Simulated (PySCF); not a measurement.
**Unknown: peak-picked proton spectrum**

Formula C₆H₃F₃. The spectrum was simulated from the full spin Hamiltonian at 600 MHz with 1.0 Hz Lorentzian lines, from shifts rounded to 0.01 ppm and J to 0.1 Hz, couplings under 1 Hz left out.

Maxima in ppm (height), grouped by integral:
1H: 5.636 (3), 5.630 (8), 5.623 (9), 5.621 (6), 5.620 (5), 5.615 (13), 5.613 (13), 5.608 (13), 5.607 (13), 5.605 (7), 5.602 (5), 5.598 (13), 5.592 (13), 5.586 (4)
2H: 5.467 (100), 5.452 (73)

¹³C{¹H} NMR (computed): δ 235.8 (C), 120.0 (C, q, J = 323.5 Hz), 87.6 (C, q, J = 56.8 Hz), 83.5 (CH2), 83.2 (C, q, J = 5.8 Hz), 78.1 (CH).

Theory: geometry: PBE0-D3(BJ)/def2-SVP, B3LYP/pcJ-1 coupling constants (spin–dipole term only in couplings to heteroatoms), PBE0/pcSseg-1 with gauge-including orbitals, in PySCF (single conformer, relativity neglected, no solvent, one averaged value for each set of equivalent atoms).

Scale: TMS for ¹H (σref 31.27), ¹³C (σref 184.41) (reference shieldings calculated alike).

Problem. Analyse the multiplets.

Solution. ¹H NMR (600 MHz, computed): δ 5.61 (tq, J = 9.4, 3.9 Hz, 1H), 5.46 (d, J = 9.4 Hz, 2H). These are first-order names from the parameters used; overlap and second-order distortion can hide them in the list.

Problem. What is the compound?

Solution. `C=C=CC#CC(F)(F)F`.

Structure with atom numbers: `[CH2:1]=[C:2]=[CH:3][C:4]#[C:5][C:6]([F:7])([F:8])[F:9]` (H(Xn): hydrogen on atom n).

δ 5.61: H(C3), hydrogen on a terminal carbon of a cumulated C=C=C unit, coupled to H(C1) (9.4 Hz), F7/F8/F9 (3.9 Hz). δ 5.46: H(C1), hydrogen on a terminal carbon of a cumulated C=C=C unit, coupled to H(C3) (9.4 Hz).

The data come from this structure; uniqueness wasn't tested.

C–F couplings over four or more bonds (about 3 Hz to the para carbon of a fluoroarene) are left out. Common functionals overestimate the size of one-bond C–F couplings by tens of Hz; these are unscaled. Multiplet labels drop couplings under 1 Hz and merge nearly equal ones. Shifts are as computed. Against solution values, carbons near 30 ppm lie about +2 ppm off and those near 130 ppm about +5 ppm. Of 1211 compounds with measured shifts, 218 miss one by over three times the rms of a fit or turn the order of signals round; such compounds aren't used in these exercises.
